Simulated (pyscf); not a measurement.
**Hydrogen shift: •O–SiH(OH)–OH (SMILES [O][SiH](O)O) → •O–SiH(OH)–OH (SMILES [O][SiH](O)O)**

Gas phase, doublet surface, charge 0. Bonds broken: O1–H5. Bonds formed: O3–H5. PySCF, gas phase, ωB97X-D3(BJ)/def2-SVP geometries.

Transition state (Å):

```xyz
7

O     -0.0325    -0.3403     1.3252
Si    -0.9225     0.1801    -0.0091
O     -0.8161    -1.4819    -0.2729
H     -2.2511     0.7520     0.2336
H     -0.1739    -1.4183     0.7652
O     -0.1814     1.1730    -1.0810
H      0.7138     0.9493    -1.3603
```

One imaginary mode, 2068i cm⁻¹; descent along it reached the two sides named.

| bond | change | reactant side (Å) | saddle | product side |
|---|---|---|---|---|
| O1–H5 | breaks | 0.963 | 1.223 | 2.8 |
| O3–H5 | forms | 2.8 | 1.222 | 0.963 |

Electronic energies relative to the reactant's lowest minimum found (kcal/mol):

```csv
level,barrier,reaction energy,reverse barrier
ωB97X-D3(BJ)/def2-TZVP,28.4,0.0,28.4
PBE/def2-TZVP,18.3,0.0,18.3
r²SCAN/def2-TZVP,23.0,0.0,23.0
B3LYP-D3(BJ)/def2-TZVP,26.0,0.0,26.0
PBE0-D3(BJ)/def2-TZVP,25.3,0.0,25.3
M06-2X/def2-TZVP,29.1,0.0,29.1
ωB97M-D3(BJ)/def2-TZVP,28.4,0.0,28.4
HF/def2-TZVP,51.2,0.0,51.2
```

With ωB97M-D3(BJ)/def2-TZVP energies and thermal terms (ideal gas, 1 atm, RRHO with modes under 100 cm⁻¹ raised to 100, one conformer, R ln 2 for chiral ones without a mode under 150 cm⁻¹), in kcal/mol:

```
T (K)   ΔH‡   ΔG‡   ΔH   ΔG
-----  ----  ----  ---  ---
298    25.3  26.5  0.0  0.0
600    24.7  27.9  0.0  0.0
900    24.2  29.6  0.0  0.0
1200   23.9  31.4  0.0  0.0
```

The same reactants have a lower exit, to HO–Si•(OH)–OH (barrier +16.1 kcal/mol at ωB97M-D3(BJ)/def2-TZVP, against +28.4 kcal/mol here). •O–SiH(OH)–OH lies 22.1 kcal/mol over its isomer HO–Si•(OH)–OH (electronic energy, ωB97M-D3(BJ)/def2-TZVP). One saddle was located; it need not be the lowest between these sides.
